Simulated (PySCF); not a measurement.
C₃H₆F₂Si. Atoms are numbered in the order given.

```xyz
12

F      1.8981    -0.5212    -0.4745
C      1.3342     0.2483     0.4304
F      2.1385     0.4131     1.4539
C      0.1242     0.7842     0.3190
C     -0.7900     0.5576    -0.8397
Si    -2.2069    -0.6270    -0.4074
H     -0.2057     1.3956     1.1618
H     -1.2301     1.5109    -1.1778
H     -0.2411     0.1387    -1.6979
H     -2.9686    -0.0980     0.7656
H     -3.1424    -0.7669    -1.5663
H     -1.6547    -1.9698    -0.0555
```

The structure is a stationary point at PBE0-D3(BJ)/def2-SVP. The structure was generated by enumeration, and PubChem lists no compound with its InChIKey, so it may never have been made. The values are those of a single conformer.

Level of theory: B3LYP/pcSseg-1 (PySCF).

GIAO shieldings, no solvent; atoms listed in one row are averaged. δ = σ(ref) − σ: ¹⁹F against CFCl3 (σ = 161.7 ppm); ¹³C against TMS (σ = 181.3 ppm); ²⁹Si against TMS (σ = 338.7 ppm); ¹H against TMS (σ = 31.68 ppm), references at their B3LYP-D3(BJ)/def2-TZVP geometries, non-relativistic.

Computed chemical shifts:
| nucleus | atoms | count | δ (ppm) |
|---|---|---|---|
| ¹⁹F | F3 | 1 | -97.5 |
| ¹⁹F | F1 | 1 | -101.0 |
| ¹³C | C2 | 1 | 169.6 |
| ¹³C | C4 | 1 | 82.0 |
| ¹³C | C5 | 1 | 7.9 |
| ²⁹Si | Si6 | 1 | -65.7 |
| ¹H | H7 | 1 | 4.33 |
| ¹H | H10, H11, H12 | 3 | 4.12 |
| ¹H | H9 | 1 | 1.95 |
| ¹H | H8 | 1 | 1.60 |
